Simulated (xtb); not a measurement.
H$_{2}$MoO$_{4}$, charge -1, doublet, from a rough starting geometry (GFN-xTB shapes and energies of metal compounds can be far from the true ones) (the multiplicity is a formal guess); GFN2-xTB (xtb).

xtb was given this input:
```
$ xtb mol.xyz --gfn 2 --chrg -1 --uhf 1 --opt vtight --json

# file mol.xyz
7

Mo     0.42257384    -0.01780616     0.03845367
O      1.46652501     0.83043941    -1.00126530
O      1.19607036    -0.75918033     1.27879686
O     -0.45175378    -1.18330742    -0.89363895
H     -0.74708265    -1.89147713    -1.44160878
O     -0.72136617     1.21970664     0.73106151
H     -1.14321372     1.86967569     1.19252557
```

Q: What does xtb print? Leave out banner, timings and long lists.

A: 
```
   ID    Z sym.   atoms
    1   42 Mo     1
    2    8 O      2-4, 6
    3    1 H      5, 7

           -------------------------------------------------
          |                Calculation Setup                |
           -------------------------------------------------

           -------------------------------------------------
          |                 G F N 2 - x T B                 |
           -------------------------------------------------

          ...................................................
          :                      SETUP                      :
          :.................................................:
          :  # basis functions                  28          :
          :  # atomic orbitals                  27          :
          :  # shells                           13          :
          :  # electrons                        33          :
          :  max. iterations                   250          :
          :  Hamiltonian                  GFN2-xTB          :
          :  restarted?                      false          :
          :  GBSA solvation                  false          :
          :  PC potential                    false          :
          :  electronic temp.          300.0000000     K    :
          :  accuracy                    1.0000000          :
          :  -> integral cutoff          0.2500000E+02      :
          :  -> integral neglect         0.1000000E-07      :
          :  -> SCF convergence          0.1000000E-05 Eh   :
          :  -> wf. convergence          0.1000000E-03 e    :
          :  Broyden damping             0.4000000          :
          :  net charge                         -1          :
          :  unpaired electrons                  1          :
          ...................................................

 iter      E             dE          RMSdq      gap      omega  full diag
   1    -19.1226068 -0.191226E+02  0.129E+01    0.45       0.0  T
   2    -19.3505951 -0.227988E+00  0.126E+01    0.05       1.0  T
   3    -19.6286890 -0.278094E+00  0.646E+00    0.52       1.0  T
   4    -19.6468662 -0.181772E-01  0.297E+00    0.48       1.0  T
   5    -19.6482337 -0.136752E-02  0.215E+00    0.37       1.0  T
   6    -19.6502228 -0.198910E-02  0.818E-01    0.39       1.0  T
   7    -19.6499198  0.302997E-03  0.543E-01    0.39       1.0  T
   8    -19.6502901 -0.370348E-03  0.280E-01    0.39       1.0  T
   9    -19.6503811 -0.909820E-04  0.698E-02    0.40       1.0  T
  10    -19.6503775  0.360207E-05  0.824E-02    0.40       1.0  T
  11    -19.6503829 -0.534261E-05  0.150E-02    0.40       2.5  T
  12    -19.6503827  0.139390E-06  0.194E-02    0.40       1.9  T
  13    -19.6503829 -0.218385E-06  0.841E-03    0.40       4.5  T
  14    -19.6503830 -0.387376E-07  0.167E-03    0.40      22.6  T
  15    -19.6503830 -0.115631E-08  0.344E-04    0.40     109.9  T
  16    -19.6503830 -0.266979E-09  0.759E-05    0.40     497.7  T

   *** convergence criteria satisfied after 16 iterations ***

         :::::::::::::::::::::::::::::::::::::::::::::::::::::
         ::                     SUMMARY                     ::
         :::::::::::::::::::::::::::::::::::::::::::::::::::::
         :: total energy             -19.542445966604 Eh    ::
         :: gradient norm              0.176336470728 Eh/a0 ::
         :: HOMO-LUMO gap              0.397397897166 eV    ::
         ::.................................................::
         :: SCC energy               -19.650380600089 Eh    ::
         :: -> isotropic ES            0.327740595722 Eh    ::
         :: -> anisotropic ES          0.000842607415 Eh    ::
         :: -> anisotropic XC          0.001892227238 Eh    ::
         :: -> dispersion             -0.004749238913 Eh    ::
         :: repulsion energy           0.107934633485 Eh    ::
         :: add. restraining           0.000000000000 Eh    ::
         :: total charge              -1.000000000000 e     ::
[...]
 * total energy  :   -19.6283716 Eh     change       -0.1061451E-03 Eh
 * total energy  :   -19.6285109 Eh     change       -0.1392845E-03 Eh
 * total energy  :   -19.6286515 Eh     change       -0.1406036E-03 Eh
 * total energy  :   -19.6287055 Eh     change       -0.5401065E-04 Eh
 * total energy  :   -19.6287213 Eh     change       -0.1584270E-04 Eh
 * total energy  :   -19.6287172 Eh     change        0.4141799E-05 Eh
 * total energy  :   -19.6287270 Eh     change       -0.9818827E-05 Eh
 * total energy  :   -19.6287283 Eh     change       -0.1297792E-05 Eh
 * total energy  :   -19.6287293 Eh     change       -0.9876649E-06 Eh
 * total energy  :   -19.6287297 Eh     change       -0.4154908E-06 Eh
 * total energy  :   -19.6287300 Eh     change       -0.2719114E-06 Eh
 * total energy  :   -19.6287301 Eh     change       -0.9682947E-07 Eh
   *** GEOMETRY OPTIMIZATION CONVERGED AFTER 51 ITERATIONS ***
         :: total energy             -19.628730072528 Eh    ::
[...]
         8        2.0000           -0.2749423              -7.4816
         9        2.0000           -0.2642138              -7.1896
        10        2.0000           -0.2617624              -7.1229
        11        2.0000           -0.2533026              -6.8927
        12        2.0000           -0.2452169              -6.6727
        13        2.0000           -0.2423877              -6.5957
        14        2.0000           -0.2210678              -6.0156
        15        2.0000           -0.2177039              -5.9240
        16        2.0000           -0.2072680              -5.6400
        17        1.0000           -0.1357818              -3.6948 (HOMO)
        18                         -0.0435665              -1.1855 (LUMO)
        19                         -0.0390896              -1.0637
        20                          0.0434093               1.1812
        21                          0.1443957               3.9292
        22                          0.2269084               6.1745
        23                          0.2333979               6.3511
        24                          0.3789869              10.3128
        25                          0.4117822              11.2052
        26                          0.7224170              19.6580
        27                          0.8130315              22.1237
      -------------------------------------------------------------
                  HL-Gap            0.0922153 Eh            2.5093 eV
             Fermi-level           -0.1305995 Eh           -3.5538 eV

     #   Z          covCN         q      C6AA      α(0)
     1  42 Mo       3.238     0.973   343.942    44.620
     2   8 O        0.804    -0.645    27.293     7.003
     3   8 O        0.804    -0.645    27.291     7.003
     4   8 O        1.601    -0.612    25.480     6.812
     5   1 H        0.825     0.270     0.813     1.415
     6   8 O        1.601    -0.612    25.477     6.812
     7   1 H        0.825     0.270     0.813     1.415

 Mol. C6AA /au·bohr⁶  :       1591.203662
 Mol. C8AA /au·bohr⁸  :      84721.978444
 Mol. α(0) /au        :         75.079862

Wiberg/Mayer (AO) data.
largest (>0.10) Wiberg bond orders for each atom

 ---------------------------------------------------------------------------
     #   Z sym  total        # sym  WBO       # sym  WBO       # sym  WBO
 ---------------------------------------------------------------------------
     1  42 Mo   5.987 --     3 O    1.960     2 O    1.960     6 O    0.991
                             4 O    0.990
     2   8 O    2.155 --     1 Mo   1.960
     3   8 O    2.155 --     1 Mo   1.960
     4   8 O    2.005 --     1 Mo   0.990     5 H    0.880
     5   1 H    0.927 --     4 O    0.880
     6   8 O    2.005 --     1 Mo   0.991     7 H    0.880
     7   1 H    0.927 --     6 O    0.880
 ---------------------------------------------------------------------------

Topologies differ in total number of bonds
Writing topology from bond orders to xtbtopo.mol

molecular dipole:
                 x           y           z       tot (Debye)
 q only:       -1.150      -0.036      -0.114
   full:       -1.578      -0.043      -0.167       4.034
molecular quadrupole (traceless):
                xx          xy          yy          xz          yz          zz
 q only:       -8.878      -0.288       8.447      -1.113      -0.305       0.431
  q+dip:      -11.342      -0.463       9.034      -1.654       0.585       2.308
   full:      -11.289      -0.529       8.831      -1.676       1.158       2.458

optimized geometry written to: xtbopt.xyz

           -------------------------------------------------
          | TOTAL ENERGY              -19.628730072528 Eh   |
          | GRADIENT NORM               0.000039494757 Eh/α |
          | HOMO-LUMO GAP               2.509306259537 eV   |
           -------------------------------------------------

normal termination of xtb
```
